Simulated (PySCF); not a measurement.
Al(H)(Br)(OH) (AlBrH2O), SMILES [OH][AlH][Br]. Coordinates come from a r2SCAN-D4/def2-TZVP optimisation. One conformer was computed; it need not be the lowest.

All values below come from r2SCAN-D4/def2-TZVP (PySCF 2.14.0).

Harmonic wavenumbers (cm⁻¹): 177, 375, 400, 485, 596, 678, 879, 2012, 3900. Rotational constants (GHz): 23.43, 2.356, 2.141; symmetry number 1.

Work out the zero-point energy and the ideal-gas rigid-rotor harmonic-oscillator thermochemistry at 298.15 K and 1 atm.

ZPE = ½ Σ hcν = ½ × 9501 cm⁻¹ = 13.58 kcal/mol. H − E(el) = 17.09 kcal/mol. Entropy in cal/(mol K): translation 40.38, rotation 25.41, vibration 6.02, total 71.81. G − E(el) = -4.32 kcal/mol. Cp = 16.55 cal/(mol K).
